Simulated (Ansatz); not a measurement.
Two isomers of C3H7FSn: A = `C=C[CH2][SnH2][F]`, B = `C=[C](F)[SnH2][CH3]`.

Isolated molecules relaxed with PBE0-D4/def2-TZVP in Ansatz; ΔE leaves out vibrations. CCSD(T)/CBS is the MP2 limit (def2-TZVPP, def2-QZVPP) plus CCSD(T) − MP2 in def2-TZVPP, frozen cores. DFT in def2-TZVPP. B3LYP here is the variant with VWN-RPA as its local correlation; programs differ in this. def2 core potentials past Kr. For Sn outer-core shells are correlated without core-valence functions, which leaves a few kJ/mol of doubt a bond. Each species was taken in one conformer, which may not be the lowest.

A:

Z-matrix (Å, degrees):
```
C
C 1 1.483
Sn 1 2.149 2 110.2
H 1 1.093 2 112.1 3 -120.4
H 1 1.093 2 112.1 3 117.2
C 2 1.328 1 125.2 3 107.7
H 2 1.088 1 115.8 3 -70.6
F 3 1.932 1 103.0 2 59.9
H 3 1.708 1 115.2 2 172.9
H 3 1.705 1 113.7 2 -52.8
H 6 1.086 2 121.6 1 1.6
H 6 1.083 2 121.3 1 -178.6
```

B:

Z-matrix (Å, degrees):
```
Sn
C 1 2.136
C 1 2.147 2 107.0
H 1 1.708 2 111.6 3 -118.6
H 1 1.708 2 111.6 3 118.6
H 2 1.090 1 110.0 3 -180.0
H 2 1.090 1 109.9 3 60.1
H 2 1.090 1 109.9 3 -60.1
F 3 1.352 1 115.0 2 179.7
C 3 1.323 1 126.0 2 -0.3
H 10 1.085 3 121.7 1 -180.0
H 10 1.082 3 119.8 1 0.0
```

(1) Which is lower in electronic energy at CCSD(T)/CBS, and by how much? (An estimate is asked.)

(2) Give E(B) − E(A) in kcal/mol with CCSD(T)/def2-TZVPP, MP2/def2-TZVPP, CCSD/def2-TZVPP, B3LYP, PBE-D4, r2SCAN-D4, ωB97M-V. (Estimate.)

Largest T1 diagnostic: 0.013.

Answers

(1) Computed: A, by 29.3 kcal/mol.

(2) The calculation gave: CCSD(T)/def2-TZVPP 27.2, MP2/def2-TZVPP 29.1, CCSD/def2-TZVPP 27.6, B3LYP 28.5, PBE-D4 26.9, r2SCAN-D4 28.2, ωB97M-V 27.3. None reverses the order clearly.

In def2-TZVPP, CCSD(T) changes the Hartree–Fock value by −2.9 kcal/mol (the triples alone add −0.5 kcal/mol) and MP2 by −1.1 kcal/mol.
